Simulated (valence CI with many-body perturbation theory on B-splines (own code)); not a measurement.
# Ru30+: E2, M1 decay

Method: valence CI with perturbative core correlation (CI+MBPT): four valence electrons over a frozen Dirac-Fock core [Ne], a basis of 11 s, 11 p, 10 d, 8 f, 5 g, 2 h functions for each j, with the one-electron correlation potential Σ1, the two-electron term Σ2, the three-electron term Σ3, Breit, model QED; selected CI, second order for the rest, scaled by the run's own slope (own B-spline code, finite nucleus).

No measured spectrum was set against this ion. As an estimate, large intervals hold to a few tenths of a per cent, small ones and those within an open d or f shell to about a per cent. Among the levels kept, up to 710 cm⁻¹ of a level comes from second order outside the variational space, and about a tenth of that is noise between levels of different J, which matters for small intervals.

Lines 1 to 8 of 8 in falling wavelength, among levels below 3297.0 × 10³ cm⁻¹, chosen from the decays that carry over 1 % of a level's rate. Wavelengths and rates use the calculated energies. Electric multipoles are in the length gauge with retardation, E1 and E2 with the static RPA response of the core. M1 uses the relativistic operator with retardation. S is in atomic units (e²a₀⁴ for E2 and M2, e²a₀⁶ for E3), for M1 in squared Bohr magnetons. Weak lines are less certain than strong ones. Lines between different terms over intervals too small for the method are left out, as are lines whose strength nearly cancels.

Names give the largest LS component (configuration and term), which can be under half, so a name can repeat, a term be missing and a line seem to break the LS rules; names also repeat where a configuration has a term twice.

```json
{"λ vac (nm)": "261.8", "Upper": "3s2 3p2 1D_2", "Lower": "3s2 3p2 3P_1", "Type": "M1", "A (s⁻¹)": "3.48e+02", "S (a.u.)": "1.16e+00"}
{"λ vac (nm)": "55.32", "Upper": "3s2 3p 3d 3F°_4", "Lower": "3s2 3p 3d 3F°_3", "Type": "M1", "A (s⁻¹)": "9.66e+04", "S (a.u.)": "5.45e+00"}
{"λ vac (nm)": "48.19", "Upper": "3s2 3p2 3P_1", "Lower": "3s2 3p2 3P_0", "Type": "M1", "A (s⁻¹)": "1.26e+05", "S (a.u.)": "1.56e+00"}
{"λ vac (nm)": "42.40", "Upper": "3s2 3p2 3P_2", "Lower": "3s2 3p2 1D_2", "Type": "M1", "A (s⁻¹)": "1.32e+05", "S (a.u.)": "1.86e+00"}
{"λ vac (nm)": "40.70", "Upper": "3s2 3p2 1D_2", "Lower": "3s2 3p2 3P_0", "Type": "E2", "A (s⁻¹)": "2.29e+02", "S (a.u.)": "1.14e-02"}
{"λ vac (nm)": "36.49", "Upper": "3s2 3p2 3P_2", "Lower": "3s2 3p2 3P_1", "Type": "M1", "A (s⁻¹)": "1.50e+05", "S (a.u.)": "1.35e+00"}
{"λ vac (nm)": "27.59", "Upper": "3s2 3p2 1S_0", "Lower": "3s2 3p2 3P_1", "Type": "M1", "A (s⁻¹)": "5.58e+05", "S (a.u.)": "4.34e-01"}
{"λ vac (nm)": "27.02", "Upper": "3s2 3p 3d 3F°_4", "Lower": "3s 3p3 3D°_3", "Type": "M1", "A (s⁻¹)": "1.50e+04", "S (a.u.)": "9.89e-02"}
```
